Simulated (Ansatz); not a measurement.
C$_{4}$H$_{2}$F$_{2}$Sn (`C#[C][Sn]([F])([F])[C]#C`). Charge 0, multiplicity 1. Correlated methods include outer-core shells of Sn, which these sets cover unevenly. Sn: def2 effective core potential.

```xyz
9

C    -0.8185    0.5646   -2.7231
C    -0.2390    0.1949   -1.7348
Sn    0.7314   -0.4270   -0.0468
F     2.4970    0.2669   -0.0718
F     0.9851   -2.3042   -0.1519
C    -0.1192    0.0162    1.7581
C    -0.6287    0.2816    2.8160
H    -1.3300    0.8913   -3.6005
H    -1.0779    0.5157    3.7549
```

Task: Give the diagnostics of a CCSD(T)/def2-TZVPP run (frozen core, the Gaussian-basis code of Ansatz). (Estimate.)

Result: The calculation gave: T1 = 0.0146, largest single amplitude 0.026, largest double 0.042, (T) share of the correlation energy 4.1 %, 10 CCSD cycles. The RHF solution is stable towards an unrestricted one. T1 lies under the customary mark of 0.02 for closed shells.
